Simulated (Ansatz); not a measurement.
`C[SiH2][GeH2][Cl]` + H₂ → `[SiH3][GeH2][Cl]` + CH₄ at 500 K and 1 bar (hydrogenolysis of the Si–C bond).

Isolated molecules relaxed with PBE0-D4/def2-TZVP in Ansatz; ΔE leaves out vibrations. CCSD(T)/CBS is the MP2 limit (def2-TZVPP, def2-QZVPP) plus CCSD(T) − MP2 in def2-TZVPP, frozen cores. This one scheme is used for every species. For Ge outer-core shells are correlated without core-valence functions, which leaves a few kJ/mol of doubt a bond. Scalar relativity is left out up to krypton. Each species was taken in one conformer, which may not be the lowest.

```json
{"species": "`C[SiH2][GeH2][Cl]`", "CCSD(T)/CBS energy (Eh)": "-2867.28393", "H − E (kJ/mol)": "237.9", "S (J/(mol·K))": "445.7"}
{"species": "H₂", "CCSD(T)/CBS energy (Eh)": "-1.17544", "H − E (kJ/mol)": "41.0", "S (J/(mol·K))": "145.5"}
{"species": "`[SiH3][GeH2][Cl]`", "CCSD(T)/CBS energy (Eh)": "-2828.00643", "H − E (kJ/mol)": "150.6", "S (J/(mol·K))": "392.7"}
{"species": "CH₄", "CCSD(T)/CBS energy (Eh)": "-40.46206", "H − E (kJ/mol)": "135.6", "S (J/(mol·K))": "206.8"}
```

H − E and S are ideal-gas, rigid-rotor, harmonic terms from PBE0-D4/def2-TZVP, for one conformer and one mirror image of each species. For small species the MP2-based limit differs from directly extrapolated CCSD(T) by up to some mEh (0.8 for H₂); such offsets cancel only in part. 1 Eh = 2625.50 kJ/mol, R = 8.31446 J/(mol·K).

By hand: ΔE, ΔH, ΔS and ΔG.

ΔE = (-2828.00643) + (-40.46206) − (-2867.28393) − (-1.17544) = -0.00912 Eh = -23.9 kJ/mol. Δ(H − E) = 150.6 + 135.6 − 237.9 − 41.0 = 7.3, so ΔH = -16.6 kJ/mol. ΔS = 392.7 + 206.8 − 445.7 − 145.5 = 8.3 J/(mol·K). ΔG = -16.6 − 500 × (8.3)/1000 = -20.8 kJ/mol.

By hand: the equilibrium constant, and the temperature at which ΔG would vanish if ΔH and ΔS stayed fixed.

log₁₀ K = −ΔG/(RT ln 10) = 2.2. ΔH and −TΔS have one sign here, so there is no such temperature.

The number of gas molecules stays the same, so ΔS is small and ΔH decides. A doubt of 5 kJ/mol in ΔE shifts log₁₀ K by 0.5 here. Other conformers and mirror images would add mixing entropy, several J/(mol·K) or more a flexible species. Modes under 60 cm⁻¹, often nearly free rotors, make the harmonic entropy too high. These are equilibria of isolated gas molecules and say nothing of rates. Largest T1 diagnostic: 0.011 (customary marks: 0.02 for closed shells, 0.045 for open ones).

ΔS is within the doubt of such terms, so its sign, and with it that verdict, could turn.
